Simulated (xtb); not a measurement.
Ga(H)(F)(Me) (CH4FGa), SMILES [F][GaH][CH3]. All values are semi-empirical tight-binding results from xtb (GFN2-xTB unless named), good for trends rather than for accurate numbers. Coordinates come from a GFN2-xTB optimisation.

Optimised geometry:

```xyz
7

Ga    -0.1701    -0.2991     0.0781
H     -0.7807    -1.6604     0.5157
F      1.4192    -0.1666     0.8061
C     -0.7192     1.2815    -1.0641
H     -1.6120     1.7706    -0.6742
H     -0.9101     0.9876    -2.0964
H      0.1176     1.9838    -1.0373
```
Charge 0, spin multiplicity 1.

For metal compounds this method's bond lengths and energies can be far off.

Computed properties:
| Item | Result |
|---|---|
| point group as xtb finds it | Cs |
| orbital gap | 4.71 eV |
| zero-point energy | 25.6 kcal/mol |
| G − E(el) at 298.15 K (modified RRHO) | 7.3 kcal/mol |

Computed atomic charges and the Wiberg bond orders between heavy atoms:
charges (e) Ga1 0.19, H2 -0.01, F3 -0.29, C4 -0.16, H5 0.08, H6 0.08, H7 0.10. Bond orders Ga1–F3 1.15, Ga1–C4 0.95.
